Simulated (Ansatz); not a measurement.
System: indium atom, In, charge 0, multiplicity 2.

Wanted: electron affinity to the triplet, in eV. Terms: STO-3G and 3-21G all-electron and non-relativistic; spin-orbit terms left out; def2 sets with scalar-relativistic core potentials past Kr; each state is the SCF solution reached for its charge and spin; open shells spin-unrestricted.

```csv
species,coefficient,"E at B3LYP/STO-3G (Ansatz), Eh","E at PBE/def2-TZVPD (Ansatz), Eh"
"charge -1, triplet",-1,-5684.49636,-190.13126
"charge 0, doublet",+1,-5684.71160,-190.11743
```

 1 Eh = 27.2114 eV.

Compute it at each level from the table.


- B3LYP/STO-3G: the sum of coefficient times E is -0.21524 Eh, or -5.857 eV. Result: -5.86 eV.
- PBE/def2-TZVPD: the sum of coefficient times E is 0.01383 Eh, or 0.376 eV. Result: 0.38 eV.

Ansatz is a first-principles code.
